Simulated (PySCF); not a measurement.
**Bond curve of GeO⁺**

Set-up: PySCF, no relativity, basis sets Ge def2-SVP, O def2-SVP. Energies in eV from Ge⁺ + O in their ground configurations at the same level. State: ²Π (doublet), unpaired electrons π ↑.

All columns are UHF. A positive dipole points towards O; it is taken about the centre of mass and depends on that origin.

```json
{"R (Å)": "1.533", "E (eV)": "-0.506", "μ (D)": "-1.37", "Mulliken charge on Ge (basis-dependent)": "1.18", "HOMO (eV)": "-19.46", "LUMO (eV)": "-8.73", "Mayer bond order": "1.23", "⟨S²⟩": "0.76"}
{"R (Å)": "1.605", "E (eV)": "-1.189", "μ (D)": "-1.75", "Mulliken charge on Ge (basis-dependent)": "1.23", "HOMO (eV)": "-19.50", "LUMO (eV)": "-8.41", "Mayer bond order": "1.18", "⟨S²⟩": "0.76"}
{"R (Å)": "1.676", "E (eV)": "-1.538", "μ (D)": "-2.12", "Mulliken charge on Ge (basis-dependent)": "1.26", "HOMO (eV)": "-19.48", "LUMO (eV)": "-8.15", "Mayer bond order": "1.14", "⟨S²⟩": "0.76"}
{"R (Å)": "1.730", "E (eV)": "-1.641", "μ (D)": "-2.40", "Mulliken charge on Ge (basis-dependent)": "1.29", "HOMO (eV)": "-19.41", "LUMO (eV)": "-8.00", "Mayer bond order": "1.11", "⟨S²⟩": "0.76"}
{"R (Å)": "1.783", "E (eV)": "-1.643", "μ (D)": "-2.68", "Mulliken charge on Ge (basis-dependent)": "1.31", "HOMO (eV)": "-19.30", "LUMO (eV)": "-7.89", "Mayer bond order": "1.08", "⟨S²⟩": "0.76"}
{"R (Å)": "1.837", "E (eV)": "-1.568", "μ (D)": "-2.95", "Mulliken charge on Ge (basis-dependent)": "1.33", "HOMO (eV)": "-19.14", "LUMO (eV)": "-7.80", "Mayer bond order": "1.06", "⟨S²⟩": "0.76"}
{"R (Å)": "1.908", "E (eV)": "-1.382", "μ (D)": "-3.29", "Mulliken charge on Ge (basis-dependent)": "1.34", "HOMO (eV)": "-18.84", "LUMO (eV)": "-7.73", "Mayer bond order": "1.04", "⟨S²⟩": "0.77"}
{"R (Å)": "1.997", "E (eV)": "-1.057", "μ (D)": "-3.66", "Mulliken charge on Ge (basis-dependent)": "1.35", "HOMO (eV)": "-18.30", "LUMO (eV)": "-7.68", "Mayer bond order": "1.01", "⟨S²⟩": "0.78"}
{"R (Å)": "2.104", "E (eV)": "-0.614", "μ (D)": "-3.82", "Mulliken charge on Ge (basis-dependent)": "1.32", "HOMO (eV)": "-17.27", "LUMO (eV)": "-7.63", "Mayer bond order": "0.95", "⟨S²⟩": "0.87"}
{"R (Å)": "2.247", "E (eV)": "-0.201", "μ (D)": "-2.97", "Mulliken charge on Ge (basis-dependent)": "1.18", "HOMO (eV)": "-16.03", "LUMO (eV)": "-7.41", "Mayer bond order": "0.66", "⟨S²⟩": "1.23"}
```

A fit through these points gives, at Re = 1.757 Å, μ = -2.54 D and dμ/dR = -5.16 D/Å; the reduced mass is 13.15 u.

Question: How strong is the fundamental in the double-harmonic approximation, I = 42.26·(dμ/dR)²/μred km/mol?

Answer: I = 42.26·(-5.16)²/13.15 = 85.6 km/mol at UHF.

⟨S²⟩ of the unrestricted solution departs from its pure value on part of the curve, where spin states mix. Spin–orbit coupling is left out. For an ion De counts to the pair picked by the measured ionisation energies or electron affinities, which need not be the lowest pair at this level. Hartree–Fock leaves out correlation, which carries a large part of most bond energies and some tenths to 1 eV of ionisation energies. The state is the lowest determinant that a PBE0 search found; another state may lie lower at other levels.
